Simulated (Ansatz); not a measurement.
Reaction (substitution at a C–Si bond): `CO/C=C/[SiH3]` + HCl → `CO/C=C/Cl` + SiH₄

Isolated molecules relaxed with PBE0-D4/def2-TZVP in Ansatz; ΔE leaves out vibrations. CCSD(T)/CBS adds triple-zeta CCSD(T) − MP2 to the extrapolated MP2 energy (def2 sets, frozen cores). This one scheme is used for every species. Double bonds are as drawn, so ΔE can hold a change between cis and trans. DFT in def2-TZVPP. B3LYP here is the variant with VWN-RPA as its local correlation; programs differ in this. One conformer a species, not always the lowest.

| level | ΔE (kJ/mol) | difference from CCSD(T)/CBS |
| --- | --- | --- |
| PBE-D4 | 80.5 | -8.7 |
| r2SCAN-D4 | 86.1 | -3.1 |
| PBE0-D4 | 84.6 | -4.6 |
| B3LYP-D4 | 81.9 | -7.3 |
| ωB97X-V | 82.3 | -6.9 |
| ωB97M-V | 86.0 | -3.2 |
| B2PLYP | 82.9 | -6.3 |
| PBE | 77.1 | -12.1 |
| r2SCAN | 85.1 | -4.1 |
| PBE0 | 81.6 | -7.6 |
| B3LYP | 76.6 | -12.6 |
| HF/def2-TZVPP | 80.3 | -8.9 |
| MP2/def2-TZVPP | 92.2 | 3.0 |
| SCS-MP2/def2-TZVPP | 86.0 | -3.2 |
| CCSD/def2-TZVPP | 87.8 | -1.4 |
| CCSD(T)/def2-TZVPP | 88.0 | -1.2 |
| HF/def2-QZVPP | 80.6 | -8.6 |
| MP2/def2-QZVPP | 92.9 | 3.7 |
| SCS-MP2/def2-QZVPP | 87.0 | -2.2 |
| HF/CBS(def2) | 80.7 | -8.5 |
| MP2/CBS(def2) | 93.3 | 4.1 |
| CCSD/CBS(def2) | 89.0 | -0.2 |
| CCSD(T)/CBS | 89.2 | 0 |

Largest T1 diagnostic among the species: 0.013.

In def2-TZVPP, CCSD(T) changes the Hartree–Fock value by +7.7 kJ/mol (the triples alone add +0.2 kJ/mol) and MP2 by +11.8 kJ/mol. The D4 term adds +5.4 kJ/mol with B3LYP and +3.0 kJ/mol with PBE0; it sums over pairs of atoms, weighted by their polarisabilities, and B3LYP, whose exchange is more repulsive, gets the larger term. From PBE to PBE0 (25 % exact exchange), in def2-TZVPP and without D4, ΔE moves by +4.5 kJ/mol.

CCSD(T)/CBS has its own doubt, a few kJ/mol and more with outer-core shells, so smaller differences from it don't rank the levels.
